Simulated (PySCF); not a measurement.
## Polarisability and C₆ of Mn²⁺ (manganese, charge +2)

[Ar] 3d5, high-spin 6S determinant. Computed with PySCF 2.14 in dyall-av2z, with no relativity, point nucleus. Coupled (time-dependent) response in atomic units; α is the mean over directions. A double-zeta set is small for polarisabilities.

| method | mean α (bohr³) | C₆ (like pair) | S(−4) |
| --- | --- | --- | --- |
| TPSS | 3.923 | 11.49 | 9.342 |

S(−4) is the Cauchy moment in α(ω) = α(0) + S(−4) ω² + …

α(iu) at TPSS:

```json
{"u (hartree)": "0", "α(iu) (bohr³)": "3.923"}
{"u (hartree)": "0.0500", "α(iu) (bohr³)": "3.900"}
{"u (hartree)": "0.100", "α(iu) (bohr³)": "3.834"}
{"u (hartree)": "0.200", "α(iu) (bohr³)": "3.606"}
{"u (hartree)": "0.300", "α(iu) (bohr³)": "3.320"}
{"u (hartree)": "0.500", "α(iu) (bohr³)": "2.778"}
{"u (hartree)": "0.750", "α(iu) (bohr³)": "2.267"}
{"u (hartree)": "1.00", "α(iu) (bohr³)": "1.891"}
{"u (hartree)": "1.50", "α(iu) (bohr³)": "1.371"}
{"u (hartree)": "2.00", "α(iu) (bohr³)": "1.036"}
{"u (hartree)": "3.00", "α(iu) (bohr³)": "0.6522"}
{"u (hartree)": "5.00", "α(iu) (bohr³)": "0.3314"}
```

A single London oscillator, α(iu) = α/(1 + u²/ω²), gives C₆ = (3/4) ω α². Matching the computed C₆ needs ω = 4 × 11.49 / (3 × 3.923²) = 0.995 hartree.

For an ion, C₆ is the dispersion term alone; charge-induced terms of lower order in 1/R come first.
